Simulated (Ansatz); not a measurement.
Sn4H2, relaxed as a singlet with RKS PBE0-D4/def2-SVP in Ansatz, starting from the GFN2-xTB geometry. Force threshold 0.02 eV/Å.

In the def2 sets Sn takes a core potential; there is no spin–orbit coupling. The structure comes from a short search, and lower isomers may exist.

Start:

```xyz
6

Sn    2.043   -1.437   -0.155
Sn    0.950    0.990    0.960
Sn   -0.809   -1.446    0.219
Sn   -1.929    1.048    1.155
H    -1.679    1.432   -0.571
H     1.424   -0.586   -1.608
```

| step | energy (eV) | largest force component (eV/Å) | SCF passes |
| --- | --- | --- | --- |
| 1 | -23360.4745 | 0.425 | 15 |
| 2 (rejected) | -23360.4676 | 0.595 | 23 |
| 3 | -23360.5547 | 0.119 | 22 |
| 4 | -23360.5764 | 0.135 | 22 |
| 5 | -23360.6111 | 0.155 | 22 |
| 6 | -23360.6736 | 0.189 | 21 |
| 7 | -23360.7461 | 0.177 | 21 |
| 8 | -23360.7710 | 0.148 | 21 |
| 9 | -23360.7788 | 0.046 | 21 |
| 10 | -23360.7833 | 0.061 | 21 |
| 11 (rejected) | -23360.7827 | 0.113 | 22 |
| 12 | -23360.7855 | 0.032 | 23 |
| 13 | -23360.7858 | 0.010 | 24 |

Force components are those of the run's own axes.

End:

| atom | x (Å) | y (Å) | z (Å) |
| --- | --- | --- | --- |
| Sn1 | 2.240 | -1.616 | -0.084 |
| Sn2 | 1.107 | 0.886 | 0.747 |
| Sn3 | -0.625 | -1.476 | 0.009 |
| Sn4 | -1.800 | 1.000 | 1.031 |
| H5 | -1.925 | 1.610 | -0.635 |
| H6 | 1.004 | -0.403 | -1.069 |

By distances, no bond broke or formed. The bond that changes most is Sn1–H6, from 1.79 to 1.99 Å (atoms count from 1).

No frequencies were taken in this run, so the end may be a saddle point.

Run time 34 s (4 threads of Arm Neoverse V1 on a shared host).
